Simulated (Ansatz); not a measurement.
Geometry optimisation, RKS B3LYP/def2-SVP in Ansatz.

Input file:

```yaml
crystal:
  periodic: [false, false, false]
  atoms:
    - { symbol: Ga, position_ang: [0.0, 0.0, 0.0] }
    - { symbol: O, position_ang: [0.0, 0.0, 1.79] }
    - { symbol: H, position_ang: [-0.9095, -0.2814, 2.1271] }
    - { symbol: H, position_ang: [1.3596, 0.0, -0.785] }
    - { symbol: Cl, position_ang: [-1.9398, 0.0, -1.12] }
basis:
  gaussian: { orbitals: def2-SVP }
hamiltonian:
  xc: b3lyp
relax:
  f_tol: 0.02
  max_steps: 40
output:
  orbitals: {}
```

Run as:

```bash
$ ansatz run input.yaml --threads 1 --pin off --max-ram 2048MiB --backend cpu --events-out ev --progress --plain --runs-dir out
```

Problem. Where does it end, and by what steps?

Solution. The forces met the threshold. After 5 steps the energy has fallen by 0.120 eV; O2 moved furthest, 0.14 Å.

| step | energy less start (eV) | largest force component (eV/Å) | accepted |
| --- | --- | --- | --- |
| 0 | 0.0000 | 1.912 | yes |
| 1 | 0.0361 | 3.004 | no |
| 2 | -0.1081 | 0.419 | yes |
| 3 | -0.1192 | 0.148 | yes |
| 4 | -0.1197 | 0.039 | yes |
| 5 | -0.1199 | 0.007 | yes |

```xyz
5
Properties=species:S:1:pos:R:3
Ga 0.014 -0.024 -0.031
O -0.039 -0.125 1.745
H -0.927 -0.168 2.125
H 1.364 0.052 -0.785
Cl -1.902 -0.017 -1.042
```

Whether the end is a true minimum wasn't checked by a vibrational analysis.

Run time: 17 s on 1 thread of Arm Neoverse V1, with other jobs on the host, peak memory 0.15 GiB.
